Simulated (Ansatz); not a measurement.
Potential energy curve for NC (cation, charge +1), lowest triplet found (which spin is the ground state isn't settled by this scan).

Computed with: FCI = Ansatz (a quantum-chemistry and plane-wave program) with full CI/cc-pVDZ, frozen core; UKS-BLYP = unrestricted BLYP/cc-pVDZ in Ansatz; UKS-PBE = Ansatz with unrestricted PBE/cc-pVDZ.

Minimum and curvature come from a quartic fit to the scan points round the minimum, the wavenumber from the most abundant isotopes. The energy at the longest distance isn't given for restricted levels, nor where a curve turns over.

```json
[
 {"method": "FCI", "R at the minimum / Å": "1.269", "force constant / mdyn Å⁻¹": "10.5", "E(1.54 Å) − E(min) / kJ/mol": "122.9", "harmonic wavenumber / cm⁻¹": "1660"},
 {"method": "UKS-BLYP", "R at the minimum / Å": "1.262", "force constant / mdyn Å⁻¹": "11.0", "E(1.54 Å) − E(min) / kJ/mol": "124.3", "harmonic wavenumber / cm⁻¹": "1700"},
 {"method": "UKS-PBE", "R at the minimum / Å": "1.257", "force constant / mdyn Å⁻¹": "11.5", "E(1.54 Å) − E(min) / kJ/mol": "136.1", "harmonic wavenumber / cm⁻¹": "1740"}
]
```

The scan ran from 1.06 to 5.02 Å; beyond the distances shown full CI changes its symmetry label.
